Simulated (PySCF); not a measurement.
# Dipole moment and polarisability of SiCl3(NHEt)

SiCl3(NHEt), C₂H₆Cl₃NSi.
Geometry (PBE0-D3(BJ)/def2-SVP, Å), atoms numbered from 1 in this order:
```xyz
13
C2H6Cl3NSi angstrom
Si     0.3097    1.4778    1.1656
Cl     0.2162    1.6508    3.2018
Cl     2.2863    1.5307    0.5941
Cl    -0.5670    3.0979    0.2690
N     -0.4962    0.0557    0.7310
C     -0.7048   -0.3977   -0.6328
C      0.3099   -1.4289   -1.0966
H     -0.6399   -0.6414    1.4539
H     -1.7301   -0.7950   -0.7301
H     -0.6717    0.4863   -1.2910
H      1.3297   -1.0183   -1.0477
H      0.1102   -1.7411   -2.1331
H      0.2783   -2.3288   -0.4620
```

Level: B3LYP/def2-SVPD (PySCF), static field, nuclei fixed, core orbitals frozen in the response. The polarisability tensor in these axes (au):

```
x    93.62  -0.94   1.02
y    -0.94  98.06   6.31
z     1.02   6.31 100.92
```

Question: Give the principal values, the mean and the anisotropy Δα = √{½[(α1 − α2)² + (α2 − α3)² + (α1 − α3)²]}.

Answer: Principal values 91.92, 94.72 and 105.96 au; mean 97.53 au = 14.45 Å³ = 16.08 × 10⁻⁴⁰ C²·m²/J; Δα = 12.87 au (13 % of the mean).

Question: What is the dipole moment, and where does it point?

Answer: (-0.99, -2.41, -0.86) D, 2.74 D in size, pointing from the negative to the positive side. Measured along this direction, the outermost atoms are Cl4 and Cl2 at the negative end and H12 and H13 at the positive end.

Question: In TDDFT the mean static polarisability is Σ f/ω² over all singlet excitations (ω in hartree). How much of it do the 10 lowest give? Their energies (eV) and oscillator strengths: 5.97, 0.0082; 6.42, 0.0062; 6.96, 0.0034; 7.25, 0.0018; 7.35, 0.0647; 7.61, 0.0034; 7.63, 0.0548; 7.68, 0.0478; 7.72, 0.0516; 7.91, 0.0186.

Answer: They add up to 3.45 au, 3.5 % of the 97.53 au; the largest single term is 0.89 au, from the state at 7.35 eV. Terms in order: 0.17, 0.11, 0.05, 0.03, 0.89, 0.04, 0.70, 0.60, 0.64, 0.22 au. Higher excitations give the rest. The strengths listed sum to 0.261.

Question: Find the Langevin capture rate constant for H3O+ (19.018 u) meeting this molecule (176.934 u), k = 2.342 × 10⁻⁹ cm³/s × √(α in Å³ / reduced mass in u).

Answer: The reduced mass is 17.17 u, so k = 2.15 × 10⁻⁹ cm³/s. The formula leaves out the permanent dipole, which adds to the capture rate.

Question: Rayleigh depolarisation ratio (linearly polarised light, static tensor)?

Answer: ρ = 3Δα²/(45ᾱ² + 4Δα²) = 496.9/(428086 + 662.6) = 0.00116.

One conformer (not necessarily the lowest) at the PBE0-D3(BJ)/def2-SVP geometry, without solvent, vibrations or thermal averaging.
